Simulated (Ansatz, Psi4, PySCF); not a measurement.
C2, singlet, at a GFN2-xTB geometry. Base run: MP2/def2-TZVP (PySCF).

Input for PySCF:
```python
from pyscf import gto, scf, mp

mol = gto.M(
    atom='''
C    -0.00000000   -0.00000000   -0.58034761
C     0.00000000    0.00000000    0.58034761
''',
    basis='def2-tzvp',
    verbose=4,
)

mf = scf.RHF(mol)
mf.kernel()

pt = mp.MP2(mf)
pt.kernel()
print('E(MP2) = %.10f' % pt.e_tot)
```

The same geometry, method and basis name were run in Ansatz (a program for electronic structure) and Psi4 and PySCF, at each program's defaults and at the settings that a row names. The base is PySCF at its defaults. Differences at the defaults can come from grids, fitting, cores and function types together. The rows with settings made alike still differ; the cause (another SCF solution, basis table, core potential or functional code) wasn't traced.

```
code and settings                                                                                     ΔE vs base (mEh)  basis functions     E (Eh)  SCF cycles
----------------------------------------------------------------------------------------------------  ----------------  ---------------  ---------  ----------
PySCF, defaults (exact integrals, spherical functions, all electrons correlated)                                 0.000               62  -75.77609           8
Psi4, defaults (density fitting with its default set, spherical functions, all electrons correlated)             0.107               62  -75.77598           8
Ansatz, defaults (factorised integrals, spherical functions, frozen core)                                        127.3               62  -75.64876           -
PySCF, frozen core                                                                                              34.921               62  -75.74117           8
Psi4, exact integrals, spherical functions, frozen core                                                         34.921               62  -75.74117           8
Ansatz, high accuracy, frozen core                                                                               127.3               62  -75.64876           -
```
